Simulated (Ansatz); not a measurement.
Basis sets compared for Ge(CF3)H3 (CH₃F₃Ge). The state is a singlet with charge 0. Geometry PBE-D4/def2-SVP. Ansatz on 2 threads of Arm Neoverse V2 on a shared host; times are rough, and most runs start from earlier orbitals.

| atom | x (Å) | y (Å) | z (Å) |
| --- | --- | --- | --- |
| C1 | 0.655 | 0.332 | -0.672 |
| F2 | 1.926 | 0.010 | -0.326 |
| F3 | 0.596 | 1.682 | -0.796 |
| F4 | 0.419 | -0.200 | -1.898 |
| Ge5 | -0.667 | -0.338 | 0.685 |
| H6 | -2.071 | 0.136 | 0.247 |
| H7 | -0.278 | 0.260 | 2.055 |
| H8 | -0.580 | -1.881 | 0.705 |

Another isomer (singlet) lies 3.98 eV lower at PBE0-D4/def2-TZVP; other spin states weren't run for this one.

Binding counts from free atoms (C triplet, F doublet, Ge triplet, H doublet) in the same basis, without a counterpoise term.

```csv
level,functions,energy (Eh),HOMO (eV),LUMO (eV),binding per atom (eV),wall time
HF/STO-3G,41,-2385.0322,-9.11,11.23,2.85,0.2 s
PBE-D4/def2-SVP,103,-2415.2682,-7.67,-0.22,3.61,1.1 s
PBE0-D4/def2-SVP,103,-2415.3231,-9.30,0.55,3.47,1.6 s
```

**Question.** Estimate the rows for HF/def2-TZVP, PBE-D4/def2-TZVP (with forces), PBE0-D4/def2-TZVP.

**Answer.** 
```tsv
level	functions	energy (Eh)	HOMO (eV)	LUMO (eV)	binding per atom (eV)	wall time
HF/def2-TZVP	190	-2413.4332	-13.18	3.41	2.33	1.8 s
PBE-D4/def2-TZVP (with forces)	190	-2415.9415	-7.89	-0.37	3.53	2.5 s
PBE0-D4/def2-TZVP	190	-2415.9940	-9.41	0.43	3.41	3.1 s
```
